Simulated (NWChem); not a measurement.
**Plane-wave run on MgSe (wurtzite type)**

```
CELL_PARAMETERS angstrom
      4.20033     0.00000     0.00000
     -2.10017     3.63760     0.00000
      0.00000     0.00000     6.87918
ATOMIC_POSITIONS crystal
  Mg 0.66667 0.33333 0.00000
  Mg 0.33333 0.66667 0.50000
  Se 0.66667 0.33333 0.62520
  Se 0.33333 0.66667 0.12520
```

The numbers come from NWChem runs, not from measurements. Origin of the cell: lattice set by a structure generator, not relaxed at this level; this structure type may not be the compound's usual one.

Norm-conserving pseudopotentials with valence charges Mg 2, Se 6, fixed occupations, no spin-orbit coupling, density cut at twice the wavefunction cutoff.

The filled d shells of Se are in the core.

Level: LDA (Vosko), default library, cutoff 25 Ha, density from a 3×3×3 mesh. Bands run along Γ–M–K–Γ–A–L–H–A with k in units of the cell's reciprocal vectors.

Question: What gap does the band structure show, and how wide is the group of occupied bands?

Answer: It shows a direct gap along this path of 2.41 eV at Γ. The 8 occupied bands reach 11.7 eV below the valence-band top.
